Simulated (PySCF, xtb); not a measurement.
C4H6ClF, SMILES CC/C(Cl)=C\F.

GFN2-xTB (xtb) at its own geometry gives an orbital gap of 4.62 eV and a dipole moment of 0.86 D.

Geometry optimised at r2SCAN-D4/def2-SVP. The structure was generated by enumeration; whether it is a known compound was not checked. Other conformers were not sampled.

### Question
What does PBE/def2-TZVP (PySCF) give? (An estimate is asked for; the answer gives what the named calculation found.)

### Answer
gap 4.88 eV (levels -5.87 and -0.99 eV), dipole 0.60 D.
